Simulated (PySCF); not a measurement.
## Working out the ionisation energy of Ag⁺

Ag⁺ [Kr] 4d10 (1S) → Ag²⁺ [Kr] 4d9 (2D). Calculation: PySCF 2.14, in def2-TZVP with the def2 core potential (28 electrons) (6s4p3d1f, 40 functions); a scalar-relativistic core potential. Frozen: 4s2 4p6. Energies in hartree (1 hartree = 27.21139 eV):

| part | Ag⁺ (lower) | Ag²⁺ (upper) |
| --- | --- | --- |
| UHF | -145.883287 | -145.155748 |
| MP2 opposite-spin | -0.163404 | -0.127656 |
| MP2 same-spin | -0.095377 | -0.075671 |

What does Hartree-Fock give?

(-145.155748) − (-145.883287) = 0.727539 hartree = 19.797 eV.

What do MP2 and SCS-MP2 (6/5 opposite-spin, 1/3 same-spin) give?

The opposite-spin parts differ by 0.973 eV and the same-spin parts by 0.536 eV. MP2: 19.797 + (0.973) + (0.536) = 21.306 eV. SCS-MP2: 19.797 + 1.2 × (0.973) + (0.536)/3 = 21.143 eV.

Reference: 21.484 eV (measured; NIST Atomic Spectra Database, ionization energies), between the lowest levels; spin-orbit coupling is absent from the calculation.

What remains against the reference includes basis incompleteness, the frozen core and correlation beyond second order.
